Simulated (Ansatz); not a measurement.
AlBH8OSi2, SMILES `[AlH2][B]([SiH3])O[SiH3]`, relaxed with RKS PBE-D4/def2-SVP in the Gaussian-basis code of Ansatz from a rough embedded geometry. The force threshold is 0.03 eV/Å; the program also tests the step.

Charge 0, multiplicity 1.

Start:

```xyz
13

Al    1.832   -0.961    0.845
B     0.054   -0.545    0.016
Si   -1.497   -0.581    1.140
O    -0.133   -0.447   -1.435
Si    0.055    1.290   -1.774
H     2.016   -1.236    2.445
H     3.179   -1.035   -0.051
H    -1.631   -1.936    1.822
H    -1.448    0.479    2.197
H    -2.736   -0.378    0.338
H    -0.078    1.534   -3.185
H     1.348    1.783   -1.300
H    -0.961    2.034   -1.058
```

**Question.** How much energy does the relaxation release, and in how many steps? (Best estimate.)

**Answer.** Computed: 1.24 eV, in 24 steps, 1 of them rejected.

**Question.** Which bonds change most? (Estimate.)

**Answer.** The calculation gave: Al1–B2 from 2.006 to 2.174 Å; B2–Si3 from 1.916 to 2.043 Å; O4–Si5 from 1.779 to 1.697 Å; B2–O4 from 1.466 to 1.384 Å.

**Question.** Give the relaxed structure. (Estimate.)

**Answer.** Ansatz gave: 
```xyz
13

Al    1.769   -0.496    0.524
B    -0.368   -0.231    0.222
Si   -1.865   -1.102    1.306
O    -0.750    0.632   -0.790
Si    0.416    1.456   -1.708
H     2.603    0.396    1.576
H     2.575   -1.667   -0.236
H    -1.502   -2.519    1.682
H    -2.006   -0.346    2.609
H    -3.221   -1.124    0.641
H     0.284    1.093   -3.154
H     1.771    0.974   -1.181
H     0.296    2.932   -1.491
```
